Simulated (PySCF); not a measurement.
N-tert-butylacetamide, C₆H₁₃NO.
Atom-mapped SMILES: `[CH3:1][C:2](=[O:3])[NH:4][C:5]([CH3:6])([CH3:7])[CH3:8]` (hydrogens: H9, H10, H11 on C1; H12 on N4; H13, H14, H15 on C6; H16, H17, H18 on C7; H19, H20, H21 on C8)

Cartesian coordinates in Å at the PBE0-D3(BJ)/def2-SVP level; atoms count from 1:
```
atom  x, y, z in Å
C1     2.6153   -0.5575    0.0083
C2     1.1381   -0.8547    0.1774
O3     0.7292   -1.9701    0.4432
N4     0.3265    0.2235    0.0083
C5    -1.1361    0.2190    0.1274
C6    -1.5986    1.6518   -0.1272
C7    -1.5471   -0.2186    1.5358
C8    -1.7411   -0.7180   -0.9213
H9     3.1730   -1.4935    0.1225
H10    2.9593    0.1629    0.7664
H11    2.8232   -0.1281   -0.9837
H12    0.7656    1.1103   -0.1993
H13   -2.6930    1.7181   -0.0512
H14   -1.3096    1.9887   -1.1358
H15   -1.1668    2.3454    0.6122
H16   -2.6428   -0.2014    1.6369
H17   -1.1191    0.4590    2.2904
H18   -1.1881   -1.2365    1.7356
H19   -1.3793   -1.7429   -0.7661
H20   -1.4591   -0.3951   -1.9351
H21   -2.8393   -0.7145   -0.8498
```

Level: B3LYP/def2-SVPD in PySCF, non-relativistic, on one gas-phase PBE0-D3(BJ)/def2-SVP geometry that isn't relaxed in the solvent. The solvent is an IEF-PCM continuum (cavity from Bondi-type radii × 1.2), and excitations are vertical TDDFT with non-equilibrium linear response and a frozen core. Only the electrostatic response of the medium enters.

Gas-phase singlets (H = HOMO, L = LUMO):

| state | E (eV) | λ (nm) | f | leading configuration |
| --- | --- | --- | --- | --- |
| S1 | 5.554 | 223 | 0.001 | H→L+1 97% |
| S2 | 6.203 | 200 | 0.018 | H→L 97% |
| S3 | 6.306 | 197 | 0.010 | H-1→L 98% |
| S4 | 6.872 | 180 | 0.117 | H-1→L+1 75% |
| S5 | 7.133 | 174 | 0.046 | H→L+2 77% |

Question: Give the list for chloroform (ε = 4.711), n² = 2.09.

Answer: 
```json
{"state": "S1", "E (eV)": "5.698", "λ (nm)": "218", "f": "0.001", "leading configuration": "H→L+1 97%", "change by rank (eV)": "+0.144"}
{"state": "S2", "E (eV)": "6.545", "λ (nm)": "189", "f": "0.014", "leading configuration": "H-1→L 78%", "change by rank (eV)": "+0.342"}
{"state": "S3", "E (eV)": "6.561", "λ (nm)": "189", "f": "0.028", "leading configuration": "H→L 77%", "change by rank (eV)": "+0.255"}
{"state": "S4", "E (eV)": "6.827", "λ (nm)": "182", "f": "0.210", "leading configuration": "H-1→L+1 91%", "change by rank (eV)": "-0.045"}
{"state": "S5", "E (eV)": "7.419", "λ (nm)": "167", "f": "0.009", "leading configuration": "H-1→L+2 74%", "change by rank (eV)": "+0.286"}
```

Question: What are the lowest 5 singlets in acetone (ε = 20.49)?

Answer: 
```tsv
state	E (eV)	λ (nm)	f	leading configuration	change by rank (eV)
S1	5.758	215	0.001	H→L 68%	+0.204
S2	6.616	187	0.010	H-1→L+1 57%	+0.413
S3	6.663	186	0.028	H→L+1 55%	+0.357
S4	6.830	182	0.217	H-1→L 65%	-0.042
S5	7.476	166	0.009	H-1→L+2 61%	+0.343
```

Question: The ground-state energy changes by -0.305 eV from gas to acetone. By how much does the total energy of gas-phase S2 change?

Answer: E(S2) = E(S0) + excitation energy, so it changes by -0.305 + 0.460 = +0.155 eV: it isn't lowered at all, while the ground state is. This is the vertical state, with the slow part of the continuum still set for S0.

Question: How do the frontier levels move from gas to acetone?

Answer: 
| orbital | gas (eV) | solvent (eV) | change (eV) |
| --- | --- | --- | --- |
| LUMO+2 | 0.82 | 1.10 | +0.28 |
| LUMO+1 | 0.35 | 0.38 | +0.03 |
| LUMO | 0.06 | 0.35 | +0.29 |
| HOMO | -6.93 | -7.13 | -0.20 |
| HOMO-1 | -7.17 | -7.14 | +0.03 |
| HOMO-2 | -9.33 | -9.18 | +0.15 |
| HOMO-3 | -9.36 | -9.27 | +0.09 |

The HOMO–LUMO gap goes from 7.00 to 7.48 eV. Rows go by rank; for LUMO and LUMO+1 the atom shares or the degeneracy differ between the runs, so the row needn't follow one orbital.

The run took 2.4 min wall, 2.0 min CPU on one thread, AMD EPYC (x86_64), shared host with 64 logical CPUs at a one-minute load of 58, and the process peaked at 1.2 GiB of memory. This is the whole response run at B3LYP/def2-SVPD in acetone, SCF included.
